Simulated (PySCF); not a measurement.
Species: C5H7NOSSi.
Numbering: `[H]/[N:1]=[CH:2]\[c:3]1[cH:4][cH:5][c:6]([S:7][SiH3:8])[o:9]1` (hydrogens: H10 on N1; H11 on C2; H12 on C4; H13 on C5; H14, H15, H16 on Si8)

Structure optimised with GFN2-xTB, isolated species.

Task: What internal coordinates does the optimisation give?

Result: 
```json
{"bond": "N1=C2", "length (Å)": "1.264"}
{"bond": "C2–C3", "length (Å)": "1.441"}
{"bond": "C3–C4", "length (Å)": "1.378"}
{"bond": "C4–C5", "length (Å)": "1.405"}
{"bond": "C5–C6", "length (Å)": "1.373"}
{"bond": "C6–S7", "length (Å)": "1.728"}
{"bond": "S7–Si8", "length (Å)": "2.176"}
{"bond": "C6–O9", "length (Å)": "1.342"}
{"bond": "C3–O9", "length (Å)": "1.368"}
{"bond": "N1–H10", "length (Å)": "1.019"}
{"bond": "C2–H11", "length (Å)": "1.087"}
{"bond": "C4–H12", "length (Å)": "1.072"}
{"bond": "C5–H13", "length (Å)": "1.070"}
{"bond": "Si8–H14, Si8–H15, Si8–H16", "length (Å)": "1.455"}
```

Bonds in one row agree within 0.01 Å and their mean is given. A selection of angles:
```json
{"angle": "N1–C2–C3", "degrees": "128.2"}
{"angle": "C2–C3–C4", "degrees": "132.6"}
{"angle": "C2–C3–O9", "degrees": "118.5"}
{"angle": "C4–C3–O9", "degrees": "108.9"}
{"angle": "C3–C4–C5", "degrees": "107.2"}
{"angle": "C4–C5–C6", "degrees": "105.7"}
{"angle": "C5–C6–S7", "degrees": "131.6"}
{"angle": "C5–C6–O9", "degrees": "110.9"}
{"angle": "S7–C6–O9", "degrees": "117.5"}
{"angle": "C6–S7–Si8", "degrees": "95.6"}
{"angle": "C3–O9–C6", "degrees": "107.4"}
{"angle": "H10–N1–C2", "degrees": "114.6"}
```

Dihedral angles: N1–C2–C3–C4 0° (synperiplanar); C5–C6–S7–Si8 180° (antiperiplanar); H10–N1–C2–C3 0° (synperiplanar).

The 9 heavy atoms lie in one plane (0.002 Å rms). The 4 C–C bonds span 1.373 Å (C5–C6, aromatic) to 1.441 Å (C2–C3, drawn single), a spread of 0.068 Å. The 5-membered ring C3–C4–C5–C6–O9 has internal angles of 105.7° to 110.9° (sum 540°, against 540° for a flat polygon); it is planar, 0.00 Å rms from its mean plane, widest ring torsion 0°. Of the pairs four or more bonds apart, C4···H10 is among the closest relative to their van der Waals radii: 2.83 Å, 98 % of the sum of Bondi's values. The C–O distances run from 1.342 Å (C6–O9, aromatic) to 1.368 Å (C3–O9, aromatic), a spread of 0.026 Å. Si8 (SiH3 silicon) is distorted tetrahedral (angles from 100.7° to 114.4°).

Point group: Cs (every atom within 0.08 Å of its image). Whether it is a minimum is left open (no frequencies). One conformer, not necessarily the lowest.

The numbers are calculated, not measured.
